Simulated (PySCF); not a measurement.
# Spinor energies of Br⁸⁺ (bromine, charge +8)

Start: [Ar] 3d9; 3d3/2 filled at m_j = -1/2, +1/2, +3/2; 3d5/2 filled at m_j = -5/2, -3/2, -1/2, +1/2, +3/2, +5/2. Calculated with PySCF 2.14 in an even-tempered Gaussian basis (18 s from 0.43 bohr⁻², ratio 2.8; 13 p from 0.56 bohr⁻², ratio 2.8; 9 d from 0.56 bohr⁻², ratio 2.8; 4 f from 4 bohr⁻², ratio 3): generalised Hartree-Fock with the X2C-1e Hamiltonian and a Gaussian nucleus; one run each with spin-orbit coupling (SO) screened by Boettger's factors, then bare. This is a chosen level, not necessarily the ground level.

```tsv
spinor shell	electrons	ε, screened SO (eV)	ε, bare SO (eV)	weight of nominal j (bare SO)	rms radius, bare SO (bohr)
1s1/2	2	-13711.4	-13711.4	1.000	0.0492
2s1/2	2	-1977.8	-1977.8	1.000	0.205
2p1/2	2	-1789.5	-1791.7	1.000	0.180
3s1/2	2	-420.84	-420.85	1.000	0.581
3p1/2	2	-352.07	-352.33	0.855	0.590
3p3/2	4	-346.57	-346.47	0.928	0.598
3d3/2	3	-231.52	-231.73	0.826	0.608
3d5/2	6	-230.06	-229.93	0.913	0.612
```

Problem. Where does 2p3/2 lie, and what is the 2p spin-orbit splitting (bare SO)?

Solution. At -1741.4 eV, 50.223 eV above 2p1/2.

```
   quantity  screened SO      bare SO
E (hartree)  -2584.25354  -2584.26265
        M_J          3/2          3/2
       ⟨J²⟩        3.751        3.751
       ⟨L²⟩        6.004        6.004
       ⟨S²⟩        0.753        0.753
```

Each row is a mean over spinors that exchange with the open shell spreads, by up to 8.281 eV (3p1/2).

Rows whose weight is well below 1 are mixtures of j = l ± 1/2: exchange outweighs spin-orbit coupling there, and the label is only the starting occupation.
